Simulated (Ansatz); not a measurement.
```yaml
crystal:
  periodic: [false, false, false]
  atoms:
    - {symbol: F, position_ang: [-1.841034, 2.114936, 1.266062]}
    - {symbol: Ga, position_ang: [-1.279974, 0.837528, -0.464358]}
    - {symbol: B, position_ang: [0.798847, -0.571316, 0.186719]}
    - {symbol: S, position_ang: [1.616332, -0.283351, 2.237475]}
    - {symbol: Se, position_ang: [1.893457, -2.154828, -1.263728]}
    - {symbol: H, position_ang: [-2.463701, 1.092726, -1.996228]}
    - {symbol: H, position_ang: [0.498084, 0.873052, 2.734668]}
    - {symbol: H, position_ang: [0.777989, -1.908760, -2.700611]}
basis:
  gaussian: {orbitals: aug-cc-pVDZ}
hamiltonian: {xc: {name: HF}}
correlation: {method: mp2, frozen_orbitals: {F: 9}}
output: {forces: true}
```

```sh
$ ansatz run in.yaml --threads 4 --pin off --events-out ev --progress --plain --max-ram 10444MiB
```

It prints (some lines left out):

```
Functional definition: HF
Error: "frozen_orbitals" has no count for Ga
```

(1) Something in this input is off. What?

## Answers

(1) Frozen orbitals are typed for one element alone, and the program wants a count for each. The input was rejected before any iteration.
